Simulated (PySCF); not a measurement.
Two species compared at the same levels of theory.

First species: C₃H₇FO₂Si.
SMILES: `O=C(CCF)O[SiH3]`

Second species: C5H9NSi.
Cartesian coordinates in Å at the GFN2-xTB level; atoms count from 1:
```xyz
16
C5H9NSi angstrom
C      2.9886    1.1016    0.3455
C      2.2165    0.0185    0.3627
N      0.8538    0.1293    0.2660
C      0.1020   -0.8987    0.2808
C     -1.3142   -0.6723    0.1696
C     -2.1878   -1.6798    0.1728
Si    -1.7186    1.1718    0.0236
H      4.0594    1.0369    0.4186
H      2.5482    2.0790    0.2567
H      2.6458   -0.9835    0.4527
H      0.4898   -1.9250    0.3715
H     -1.8803   -2.7130    0.2595
H     -3.2470   -1.5055    0.0885
H     -3.1828    1.2725   -0.0857
H     -1.1059    1.7110   -1.1867
H     -1.2751    1.8662    1.2288
```

Levels: CAM-B3LYP/def2-SVPD for dipole moment, HOMO energy, LUMO energy, HOMO–LUMO gap, static isotropic polarisability and electronic spatial extent ⟨r²⟩ about the centre of nuclear charge; TDDFT CAM-B3LYP/def2-SVPD for lowest singlet excitation; TDA CAM-B3LYP/def2-SVPD for lowest triplet excitation (Tamm–Dancoff); GFN2-xTB for rotational constant A and rotational constant C. Geometries: GFN2-xTB. Each species is one conformer at its optimised geometry, gas phase, non-relativistic unless stated; the electronic structure was computed with PySCF and density fitting.

Dipoles, sizes and rotational constants follow the conformer. The torsions of the flexible species, by atom-mapped SMILES:
- `[O:1]=[C:2]([CH2:3][CH2:4][F:5])[O:6][SiH3:7]`: O1–C2–C3–C4 0°, C2–C3–C4–F5 180°, O1–C2–O6–Si7 0°
- `[CH2:1]=[CH:2]/[N:3]=[CH:4]/[C:5](=[CH2:6])[SiH3:7]`: C1–C2–N3–C4 180°, N3–C4–C5–C6 180°

```
                                                         property    column X    column Y
                                                    dipole moment      1.93 D      2.33 D
                                                      HOMO energy    -8.09 eV   -10.05 eV
                                                      LUMO energy    -0.85 eV     0.70 eV
                                                    HOMO–LUMO gap     7.24 eV    10.75 eV
                                        lowest singlet excitation     4.32 eV     5.95 eV
                         lowest triplet excitation (Tamm–Dancoff)     2.75 eV     5.44 eV
                                  static isotropic polarisability    108.0 au     68.3 au
electronic spatial extent ⟨r²⟩ about the centre of nuclear charge  1209 bohr²  1372 bohr²
                                            rotational constant A   4.061 GHz   8.546 GHz
                                            rotational constant C   0.964 GHz   0.774 GHz
```

Problem. Which column belongs to which species?

Solution. Column X is the second species and column Y the first. The first has 14 atoms and 64 electrons, the second 16 and 60.

Problem. How does each property change from the first species to the second?

Solution. dipole moment -0.40 D; HOMO energy +1.96 eV; LUMO energy -1.55 eV; HOMO–LUMO gap -3.51 eV; lowest singlet excitation -1.63 eV; lowest triplet excitation (Tamm–Dancoff) -2.69 eV; static isotropic polarisability +39.7 au; electronic spatial extent ⟨r²⟩ about the centre of nuclear charge -163 bohr²; rotational constant A -4.485 GHz; rotational constant C +0.190 GHz.

On the first: S1 lies 4.80 eV below the HOMO–LUMO gap; its leading configuration is HOMO→LUMO+1, weight 0.94. The 8 singlets span 5.95 to 9.02 eV, and their oscillator strengths add up to 0.28.

On the second: S1 lies 2.92 eV below the HOMO–LUMO gap; its leading configuration is HOMO−1→LUMO, weight 0.95.
